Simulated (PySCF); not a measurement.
PySCF input for C3H9Ge, SMILES [CH3][Ge]([CH3])[CH3], multiplicity 2, ωB97X-D3(BJ)/def2-SVP. Coordinates come from a ωB97X-D3(BJ)/def2-SVP optimisation. The isomer is the one that the SMILES or the coordinates give; other isomers of the formula were not compared.

```python
import numpy as np
from pyscf import gto, scf, dft, df
from pyscf.hessian import thermo

mol = gto.M(
    atom='''
    C    -1.60281291   -0.92538447   -0.33853996
    Ge    0.00000000   -0.00000000    0.32472271
    C    -0.00000001    1.85076893   -0.33853995
    C     1.60281291   -0.92538446   -0.33853996
    H    -1.59724783   -0.92217147   -1.44218479
    H    -2.51993782   -0.42352509    0.00485783
    H    -1.62675239   -1.97056762    0.00485783
    H    -0.00000001    1.84434291   -1.44218480
    H     0.89318541    2.39409271    0.00485782
    H    -0.89318543    2.39409271    0.00485783
    H     1.59724781   -0.92217145   -1.44218480
    H     2.51993782   -0.42352508    0.00485781
    H     1.62675239   -1.97056762    0.00485782
    ''',
    basis='def2-SVP',
    charge=0,
    spin=1,
    max_memory=1600,
    verbose=3,
)
mf = dft.UKS(mol, xc='wb97x-d3bj').density_fit(auxbasis='def2-universal-jkfit')
mf.grids.level = 3
mf.conv_tol = 1e-11
mf.max_cycle = 100
mf.kernel()
fine, coarse = mf.grids, dft.Grids(mol).set(level=1).build(with_non0tab=True)
for _ in range(3):  # follow internal instabilities
    mf.grids = coarse
    mo, _, stable, _ = mf.stability(return_status=True, nroots=4)
    mf.grids = fine
    if stable:
        break
    mf.kernel(mf.make_rdm1(mo, mf.mo_occ))

# [left out here: the lines that compute and print the analytic Hessian (its translational invariance restored by hand, since the grid's response is missing), thermochemistry and intensities]
```

Program output:

```

WARN: HOMO -0.138265701274093 >= LUMO -0.138265701274093

converged SCF energy = -2196.39920186585  <S^2> = 0.75112959  2S+1 = 2.0011293
<class 'pyscf.df.df_jk.DFUKS'> wavefunction is stable in the internal stability analysis

WARN: DFTD3 does not support analytical Hessian, using finite difference


WARN: Mole.unit (angstrom) is changed to Bohr

Mode                                 0                   1                   2
Irrep
Freq [cm^-1]                      120.6633            126.7769            126.8083
Reduced mass [au]                   1.0126              1.0341              1.0341
Force const [Dyne/A]                0.0087              0.0098              0.0098
Char temp [K]                     173.6077            182.4037            182.4490
Normal mode                   x     y     z       x     y     z       x     y     z
       0   C                 0.01 -0.01 -0.00   -0.00 -0.01  0.02   -0.01  0.00  0.03
       1  Ge                -0.00  0.00  0.00    0.00  0.01 -0.00    0.01 -0.00  0.00
       2   C                -0.01 -0.00 -0.00   -0.00 -0.01 -0.04   -0.01  0.00  0.00
       3   C                 0.01  0.01  0.00   -0.00 -0.01  0.01   -0.01  0.00 -0.03
       4   H                 0.17 -0.30 -0.00   -0.20  0.30  0.02    0.11 -0.25  0.03
       5   H                 0.01  0.18 -0.27   -0.01 -0.23  0.32    0.01  0.17 -0.18
       6   H                -0.16  0.08  0.27    0.20 -0.11 -0.26   -0.15  0.08  0.26
       7   H                -0.35 -0.00 -0.00    0.06 -0.04 -0.04    0.45  0.00  0.00
       8   H                 0.15 -0.10 -0.27   -0.03  0.02 -0.01   -0.24  0.15  0.37
       9   H                 0.15  0.10  0.27   -0.03 -0.02 -0.10   -0.24 -0.15 -0.36
      10   H                 0.17  0.30  0.00    0.22  0.35  0.01    0.06  0.17 -0.03
      11   H                 0.01 -0.18  0.27    0.01 -0.26  0.36    0.01 -0.11  0.10
      12   H                -0.16 -0.08 -0.27   -0.23 -0.12 -0.32   -0.10 -0.05 -0.19
[...]
       4   H                -0.30 -0.17  0.02   -0.18 -0.12  0.01   -0.26 -0.15  0.01
       5   H                -0.18 -0.24 -0.20   -0.12 -0.16 -0.12   -0.15 -0.20 -0.16
       6   H                -0.30 -0.04 -0.19   -0.19 -0.02 -0.13   -0.25 -0.03 -0.16
       7   H                -0.01  0.02  0.00   -0.00 -0.41 -0.02    0.00  0.30  0.01
       8   H                -0.01  0.02 -0.00    0.14 -0.33  0.23   -0.10  0.23 -0.16
       9   H                 0.00  0.01 -0.01   -0.14 -0.33  0.23    0.10  0.23 -0.16
      10   H                -0.32  0.18 -0.02    0.16 -0.10  0.01    0.26 -0.15  0.01
      11   H                -0.19  0.25  0.21    0.10 -0.13 -0.10    0.15 -0.20 -0.16
      12   H                -0.31  0.04  0.20    0.16 -0.02 -0.11    0.25 -0.03 -0.16
Mode                                18                  19                  20
Irrep
Freq [cm^-1]                     1433.4699           1441.0239           1441.0324
Reduced mass [au]                   1.0552              1.0542              1.0542
Force const [Dyne/A]                1.2775              1.2897              1.2898
Char temp [K]                    2062.4440           2073.3126           2073.3248
Normal mode                   x     y     z       x     y     z       x     y     z
       0   C                 0.02 -0.03 -0.00   -0.02  0.02  0.02    0.01  0.02 -0.04
       1  Ge                 0.00  0.00  0.00   -0.00  0.00  0.00   -0.00 -0.00  0.00
       2   C                -0.04 -0.00 -0.00   -0.00 -0.02 -0.04   -0.03  0.00  0.00
       3   C                 0.02  0.03  0.00    0.02  0.01  0.02    0.01 -0.02  0.03
       4   H                -0.21  0.36 -0.00    0.05 -0.28  0.01    0.24 -0.02 -0.03
       5   H                -0.07 -0.00 -0.26    0.08  0.16  0.04   -0.03 -0.31  0.34
       6   H                 0.04  0.06  0.26    0.13 -0.10 -0.30   -0.31  0.08  0.16
       7   H                 0.41 -0.00 -0.00    0.01 -0.22 -0.03    0.30  0.01  0.00
       8   H                 0.03  0.06 -0.26   -0.27  0.23  0.27    0.04  0.04 -0.21
       9   H                 0.03 -0.06  0.26    0.27  0.23  0.29    0.01 -0.06  0.18
      10   H                -0.21 -0.36  0.00   -0.03 -0.28  0.02    0.24  0.05  0.02
      11   H                -0.07  0.00  0.26   -0.08  0.19  0.01   -0.02  0.29 -0.34
      12   H                 0.04 -0.06 -0.26   -0.15 -0.10 -0.31   -0.30 -0.07 -0.13
Mode                                21                  22                  23
Irrep
Freq [cm^-1]                     1444.9189           1444.9219           1455.9784
Reduced mass [au]                   1.0513              1.0513              1.0475
Force const [Dyne/A]                1.2932              1.2932              1.3083
Char temp [K]                    2078.9166           2078.9209           2094.8287
Normal mode                   x     y     z       x     y     z       x     y     z
       0   C                 0.01 -0.03  0.02    0.02 -0.02 -0.02   -0.01 -0.01  0.03
       1  Ge                -0.00 -0.00 -0.00    0.00 -0.00  0.00   -0.00 -0.00  0.00
       2   C                -0.01 -0.01 -0.03    0.04 -0.00 -0.00   -0.00  0.01  0.03
       3   C                -0.02 -0.04  0.01    0.02  0.01  0.02    0.01 -0.01  0.03
       4   H                -0.27  0.29  0.01   -0.05  0.32 -0.01   -0.17 -0.10  0.02
       5   H                -0.05  0.12 -0.36   -0.08 -0.17 -0.05    0.06  0.29 -0.23
       6   H                 0.16  0.02  0.14   -0.13  0.10  0.33    0.28 -0.10 -0.23
       7   H                 0.06 -0.14 -0.02   -0.49 -0.02 -0.00    0.00  0.20  0.02
       8   H                -0.16  0.14  0.14   -0.06 -0.06  0.34    0.22 -0.19 -0.23
       9   H                 0.17  0.12  0.22   -0.02  0.10 -0.29   -0.22 -0.19 -0.23
      10   H                 0.28  0.36  0.01    0.02 -0.23  0.02    0.17 -0.10  0.02
      11   H                 0.07  0.07 -0.36   -0.07  0.19 -0.04   -0.06  0.29 -0.23
      12   H                -0.12  0.04  0.22   -0.16 -0.10 -0.29   -0.28 -0.10 -0.23
Mode                                24                  25                  26
Irrep
Freq [cm^-1]                     3059.9590           3059.9887           3060.9077
Reduced mass [au]                   1.0361              1.0361              1.0360
Force const [Dyne/A]                5.7158              5.7159              5.7188
Char temp [K]                    4402.5998           4402.6424           4403.9647
Normal mode                   x     y     z       x     y     z       x     y     z
       0   C                 0.01  0.00  0.01    0.03  0.01  0.02    0.02  0.01  0.02
       1  Ge                 0.00 -0.00  0.00   -0.00 -0.00 -0.00    0.00 -0.00 -0.00
       2   C                 0.00  0.03 -0.03   -0.00  0.01 -0.01   -0.00 -0.02  0.02
       3   C                -0.02  0.01  0.02    0.02 -0.01 -0.02   -0.02  0.01  0.02
       4   H                 0.00  0.00 -0.16    0.01  0.01 -0.54    0.01  0.01 -0.40
       5   H                -0.10  0.05  0.04   -0.31  0.18  0.13   -0.23  0.13  0.09
       6   H                 0.00 -0.11  0.04    0.00 -0.36  0.13   -0.00 -0.27  0.09
       7   H                -0.00  0.02  0.56    0.00  0.00  0.12   -0.00 -0.01 -0.39
       8   H                -0.32 -0.18 -0.13   -0.07 -0.04 -0.03    0.23  0.13  0.09
       9   H                 0.32 -0.18 -0.13    0.07 -0.04 -0.03   -0.23  0.13  0.09
      10   H                -0.01  0.01 -0.38    0.01 -0.01  0.42   -0.01  0.01 -0.41
      11   H                 0.22  0.13  0.09   -0.24 -0.14 -0.10    0.23  0.13  0.09
      12   H                -0.00 -0.25  0.09   -0.00  0.28 -0.10    0.00 -0.27  0.09
Mode                                27                  28                  29
Irrep
Freq [cm^-1]                     3161.4604           3161.4768           3162.1105
Reduced mass [au]                   1.1017              1.1017              1.1017
Force const [Dyne/A]                6.4875              6.4876              6.4902
Char temp [K]                    4548.6376           4548.6613           4549.5730
Normal mode                   x     y     z       x     y     z       x     y     z
       0   C                 0.01  0.01 -0.03   -0.02 -0.01  0.06    0.02  0.01 -0.05
       1  Ge                 0.00 -0.00 -0.00    0.00  0.00  0.00    0.00  0.00 -0.00
       2   C                 0.00  0.03  0.06    0.00 -0.00 -0.00   -0.00 -0.02 -0.05
       3   C                -0.01  0.01 -0.03   -0.02  0.01 -0.06   -0.02  0.01 -0.05
       4   H                -0.00 -0.00  0.27    0.00  0.00 -0.47    0.00  0.00  0.38
       5   H                -0.17  0.09  0.06    0.28 -0.16 -0.10   -0.23  0.13  0.08
       6   H                -0.00 -0.19  0.06    0.00  0.33 -0.10   -0.00 -0.27  0.08
       7   H                 0.00 -0.00 -0.54    0.00  0.00  0.00   -0.00 -0.00  0.38
       8   H                -0.32 -0.19 -0.12   -0.00 -0.00 -0.00    0.23  0.14  0.08
       9   H                 0.32 -0.19 -0.12   -0.00  0.00  0.00   -0.23  0.14  0.08
      10   H                 0.00 -0.00  0.27    0.00 -0.00  0.46   -0.00  0.00  0.38
      11   H                 0.17  0.10  0.06    0.28  0.16  0.10    0.23  0.13  0.08
      12   H                 0.00 -0.19  0.06    0.00 -0.33  0.10    0.00 -0.27  0.08
Mode                                30                  31                  32
Irrep
Freq [cm^-1]                     3184.4272           3184.8969           3184.9002
Reduced mass [au]                   1.1045              1.1047              1.1047
Force const [Dyne/A]                6.5989              6.6024              6.6025
Char temp [K]                    4581.6818           4582.3575           4582.3623
Normal mode                   x     y     z       x     y     z       x     y     z
       0   C                 0.03 -0.05 -0.00   -0.04  0.06 -0.00    0.01 -0.02 -0.00
       1  Ge                 0.00 -0.00 -0.00   -0.00  0.00  0.00    0.00  0.00 -0.00
       2   C                -0.05 -0.00  0.00   -0.02  0.00  0.00    0.07  0.00  0.00
       3   C                 0.03  0.04  0.00    0.03  0.04 -0.00    0.03  0.04  0.00
       4   H                 0.00 -0.01  0.00   -0.01  0.01  0.00    0.00 -0.00  0.00
       5   H                -0.33  0.18  0.12    0.44 -0.24 -0.17   -0.11  0.06  0.04
       6   H                 0.01  0.37 -0.12   -0.02 -0.50  0.17    0.00  0.12 -0.04
       7   H                -0.01 -0.00 -0.00   -0.00 -0.00 -0.00    0.01 -0.00 -0.00
       8   H                 0.31  0.19  0.12    0.12  0.07  0.05   -0.43 -0.26 -0.17
       9   H                 0.31 -0.19 -0.12    0.12 -0.08 -0.05   -0.43  0.26  0.17
      10   H                 0.00  0.01  0.00    0.00  0.01  0.00    0.00  0.01 -0.00
      11   H                -0.32 -0.17 -0.12   -0.32 -0.17 -0.12   -0.33 -0.17 -0.12
      12   H                 0.01 -0.37  0.12    0.01 -0.37  0.12    0.01 -0.36  0.12
temperature 298.1500 [K]
pressure 101325.00 [Pa]
Rotational constants [GHz] 4.84747 4.84747 2.91786
Symmetry number 3
Zero-point energy (ZPE) 0.10935 [Eh]   287101.302 [J/mol]
                           tot       elec      trans        rot        vib
Entropy [J/mol/K]       353.893      5.763    168.216     99.452     80.461
Cv [J/mol/K]            107.662      0.000     12.472     12.472     82.719
Cp [J/mol/K]            115.977      0.000     20.786     12.472     82.719
Internal energy [J/mol]                      3718.434   3718.434 300138.783
Internal energy [Eh]   -2196.28205  -2196.39920
Enthalpy [J/mol]                             6197.391   3718.434 300138.783
Enthalpy [Eh]          -2196.28111
Gibbs free energy [J/mol]                  -43956.294 -25933.189 276149.254
Gibbs free energy [Eh] -2196.32130
mode   freq/cm-1   IR/(km/mol)
   1      120.66         0.000
   2      126.78         0.034
   3      126.81         0.034
   4      171.99         1.037
   5      172.02         1.039
   6      177.45         0.835
   7      571.37         2.601
   8      609.49        33.286
   9      609.49        33.278
  10      706.62         0.000
  11      709.69         1.475
  12      709.69         1.475
  13      841.83        59.108
  14      841.97        42.458
  15      841.98        42.420
  16     1255.86         8.327
  17     1255.88         8.325
  18     1268.54         3.258
  19     1433.47         0.000
  20     1441.02         0.357
  21     1441.03         0.362
  22     1444.92         8.915
  23     1444.92         8.911
  24     1455.98         9.366
  25     3059.96        10.929
  26     3059.99        10.952
  27     3060.91         6.843
  28     3161.46         3.438
  29     3161.48         3.453
  30     3162.11        12.913
  31     3184.43         0.001
  32     3184.90         7.492
  33     3184.90         7.469
max |gradient| / (hartree/bohr): 2.0206498661835392e-05
APT charges: [-0.3092  0.9175 -0.3093 -0.3092 -0.0189  0.0111  0.0111 -0.0189  0.0111
  0.0111 -0.0189  0.0111  0.0111]
```

Self-consistency was reached.

Cost: very roughly 10 core-minutes.
